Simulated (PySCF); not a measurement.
# Choosing a basis for TDDFT

Compound: C₅H₃F₃.
SMILES: `F/C(=C\C(F)F)C#C`

TDDFT with PBE0 (PySCF), vertical singlets, core orbitals frozen in the response, spherical d and f functions. Isolated species at its PBE0-D3(BJ)/def2-SVP geometry (one conformer only).

| basis | functions | diffuse | S1 (eV) | S2 (eV) | S3 (eV) | S4 (eV) | S5 (eV) | LUMO (eV) | α (au) |
| --- | --- | --- | --- | --- | --- | --- | --- | --- | --- |
| 6-31G* | 118 | no | 5.59 | 5.75 | 5.97 | 6.93 | 7.16 | -1.26 | 52.0 |
| def2-SVP | 127 | no | 5.58 | 5.72 | 5.95 | 6.89 | 7.13 | -1.57 | 53.7 |
| 6-31+G* | 150 | yes | 5.51 | 5.58 | 5.78 | 7.01 | 7.02 | -1.73 | 61.3 |
| def2-SVPD | 193 | yes | 5.51 | 5.60 | 5.84 | 6.99 | 7.05 | -1.79 | 65.1 |
| aug-cc-pVDZ | 211 | yes | 5.49 | 5.54 | 5.75 | 6.80 | 6.94 | -1.75 | 66.3 |
| def2-TZVP | 266 | no | 5.51 | 5.59 | 5.81 | 6.94 | 7.03 | -1.69 | 62.1 |

Task: How much do these states and the polarisability depend on the basis?

Result: States are compared by their number. Against the largest diffuse basis here (aug-cc-pVDZ, itself not a converged limit), sets without diffuse functions differ by up to 0.09 eV in S1 and 0.21 eV in S5; the smaller diffuse sets differ by up to 0.02 and 0.11 eV. State by state, the largest deviation of a set without diffuse functions is S1 0.09, S2 0.21, S3 0.21, S4 0.13, S5 0.21 eV. The same number needn't mean the same state in each row. Against aug-cc-pVDZ the polarisability deviates by -22% in 6-31G*, -19% in def2-SVP, -8% in 6-31+G*, -2% in def2-SVPD, -6% in def2-TZVP. A single + in a Pople set puts diffuse functions on heavy atoms only.
